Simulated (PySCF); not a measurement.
# Energy of Ta (tantalum, neutral) between two integer charges

The 6s beta orbital of [Xe] 4f14 5d3 6s2 is emptied in steps (occupation f), with all orbitals relaxed, ending at [Xe] 4f14 5d3 6s1. Calculation: PySCF 2.14, in def2-SVP with the def2 core potential (60 electrons) (6s3p2d1f, 32 functions); a scalar-relativistic core potential. The exact energy is a straight line in f; departures are measured from the line between the end points of the same method.

```
  f  UHF (eV)  LDA (eV)  PBE (eV)
  1     0.000     0.000     0.000
0.8     0.029    -0.443    -0.426
0.6     0.042    -0.666    -0.642
0.4     0.041    -0.667    -0.644
0.2     0.026    -0.445    -0.428
  0     0.000     0.000     0.000
```

```tsv
method	E(f=0) − E(f=1) (eV)	−ε at f=1 (eV)	−ε at f=0.4 (eV)
UHF	5.730	5.922	5.688
LDA	7.626	4.867	8.176
PBE	7.230	4.578	7.760
```

Orbital energy along the path (eV):

| f | UHF | LDA | PBE |
| --- | --- | --- | --- |
| 1 | -5.922 | -4.867 | -4.578 |
| 0.8 | -5.834 | -5.958 | -5.622 |
| 0.6 | -5.757 | -7.063 | -6.681 |
| 0.4 | -5.688 | -8.176 | -7.760 |
| 0.2 | -5.627 | -9.297 | -8.871 |
| 0 | -5.573 | -10.364 | -9.566 |

Reference removal energy between the ground levels: 7.550 eV (measured; NIST Atomic Spectra Database, ionization energies). The calculation has no spin-orbit coupling. UHF lacks correlation.
